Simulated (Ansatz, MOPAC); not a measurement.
Species: KF, charge 0, multiplicity 1. SMILES: [K][F]

Atoms: K1, F2. Bonds: K1-F2.

Bond lengths (Å) and angles (degrees) optimised at PM3 with MOPAC; HF/STO-3G with Ansatz (a first-principles code); HF/3-21G with Ansatz; B3LYP/LANL2DZ with Ansatz, each started from the B3LYP-D3(BJ)/def2-TZVP structure (Ansatz) of the last column. A row stands for all coordinates that are equal there.

```tsv
coordinate	PM3	HF/STO-3G	HF/3-21G	B3LYP/LANL2DZ	B3LYP-D3(BJ)/def2-TZVP
K1-F2	2.197	2.287	2.218	2.270	2.202
```

Mean signed difference of all 1 bond lengths from B3LYP-D3(BJ)/def2-TZVP: PM3 -0.004 Å, HF/STO-3G 0.085 Å, HF/3-21G 0.017 Å, B3LYP/LANL2DZ 0.068 Å.
